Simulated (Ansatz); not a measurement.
System: C$_{4}$H$_{8}$OSi (charge 0, singlet). 
Structure (B3LYP-D3(BJ)/def2-TZVP (Ansatz, a first-principles code) minimum search):
SMILES: C1CC=C1O[SiH3]
```xyz
14

Si     2.1469    -0.1226     0.1047
O      0.7797     0.5672    -0.5374
C     -0.4959     0.2519    -0.2330
C     -1.6723     0.7248    -0.6528
C     -2.4552    -0.2313     0.2317
C     -1.0663    -0.7780     0.7165
H      3.2743     0.5595    -0.5556
H      2.1800    -1.5765    -0.1754
H      2.1980     0.0840     1.5703
H     -1.9676     1.4920    -1.3529
H     -3.0508     0.2293     1.0224
H     -3.0657    -0.9718    -0.2888
H     -0.8547    -0.6200     1.7762
H     -0.8696    -1.8218     0.4631
```

Dipole moments at this geometry, in debye (magnitudes).

| level | program | dipole (D) |
|---|---|---|
| SVWN5/def2-TZVPD | Ansatz | 1.04 |
| revPBE/def2-TZVPD | Ansatz | 0.95 |
| B97M-V/def2-TZVPD | Ansatz | 0.90 |
| BHLYP/def2-TZVPD | Ansatz | 1.07 |
| r2SCANh/def2-TZVPD | Ansatz | 1.02 |
| r2SCAN0/def2-TZVPD | Ansatz | 1.04 |
| HSE06/def2-TZVPD | Ansatz | 1.02 |
| LC-wPBE/def2-TZVPD | Ansatz | 1.07 |
| CCSD(T)/aug-cc-pV(D+d)Z | Ansatz | 0.98 |
